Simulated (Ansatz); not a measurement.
Stepwise reaction of `O[Si](O)(Cl)Cl` with ammonia, as a gas-phase model of exchange steps in deposition or etching. ΔE in kJ/mol.

Calculated with Ansatz (gas phase, PBE0-D4/def2-TZVP geometries, no zero-point term in ΔE). CBS: MP2 limit from def2 TZ/QZ plus the TZ coupled-cluster correction, frozen cores. This one scheme is used for every species. DFT in def2-TZVPP. B3LYP here is the variant with VWN-RPA as its local correlation; programs differ in this. One conformer a species, not always the lowest.

| step | reaction | PBE-D4 | B3LYP-D4 | ωB97M-V | CCSD(T)/CBS |
| --- | --- | --- | --- | --- | --- |
| 2 | `N[Si](O)(Cl)Cl` + NH₃ → `N[Si](N)(Cl)Cl` + H₂O | 33.1 | 35.8 | 36.1 | 33.6 |

(1) Give the row of step 1, `O[Si](O)(Cl)Cl` + NH₃ → `N[Si](O)(Cl)Cl` + H₂O. (Best estimate.)

(2) By hand: ΔE of the 2 steps together at CCSD(T)/CBS.

## Answers

(1) The calculation gave: 
```tsv
step	reaction	PBE-D4	B3LYP-D4	ωB97M-V	CCSD(T)/CBS
1	`O[Si](O)(Cl)Cl` + NH₃ → `N[Si](O)(Cl)Cl` + H₂O	38.4	41.6	41.3	39.0
```

(2) (39.0) + (33.6) = 72.6 kJ/mol, or 36.3 kJ/mol a step.

In ΔE each step is lower than the one before. All are uphill at CCSD(T)/CBS. PBE-D4 differs from CCSD(T)/CBS by -0.6 to -0.5 kJ/mol a step. Isolated molecules leave out the surface, adducts and barriers. Largest T1 diagnostic: 0.010.
